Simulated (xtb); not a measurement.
C3H10ClNSi, SMILES C[C@@H](N)[Si@H](C)Cl. All values are semi-empirical tight-binding results from xtb (GFN2-xTB unless named), good for trends rather than for accurate numbers. Coordinates come from a GFN2-xTB optimisation. The structure was generated by enumeration; whether it is a known compound was not checked. The values are those of a single conformer.

```yaml
orbital_gap: 5.17 eV
dipole_moment: 3.44 D
zero_point_energy: 80.3 kcal/mol
G − E(el) at 298.15 K (modified RRHO): 58.7 kcal/mol
static polarisability (D4 model): 88.4 bohr³
solvation energy, GFN2-xTB/ALPB(water): -2.9 kcal/mol
solvation energy, GFN2-xTB/ALPB(dmso): -6.6 kcal/mol
```
